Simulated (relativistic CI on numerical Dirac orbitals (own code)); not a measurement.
# Crystal-field levels of Rh2+, 4d7

Calculated by Dirac-Coulomb-Breit CI, orbitals from a KLI potential per configuration, model QED (radiative potential, 1s self-energy scaled to tabulated hydrogen-like ionisation energies), valence Slater integrals scaled by 0.8, one configuration in a parametric crystal field (own radial code).

Field parameters in Wybourne normalisation: D4h B²₀ = −7Ds, B⁴₀ = 21(Dq − Dt), B⁴₄ = 21√(5/14) Dq. The field is a parameter set, without covalency.

S is read from ⟨S²⟩ = S(S + 1).

Levels (cm⁻¹, degeneracy): 0 (2), 450 (2), 2692 (2), 2840 (2), 5525 (2), 6308 (2), 6663 (2), 7286 (2), 14691 (2), 15084 (2), 17767 (2), 17903 (2).

Which field gives this pattern?
A. D4h, 10Dq = 15950, Ds = 140, Dt = -390 cm⁻¹
B. D4h, 10Dq = 15950, Ds = -680, Dt = -390 cm⁻¹
C. D4h, 10Dq = 15950, Ds = 2590, Dt = -390 cm⁻¹
D. D4h, 10Dq = 15950, Ds = 550, Dt = -390 cm⁻¹

D. D4h, 10Dq = 15950, Ds = 550, Dt = -390 cm⁻¹, ground level with S = 0.74.
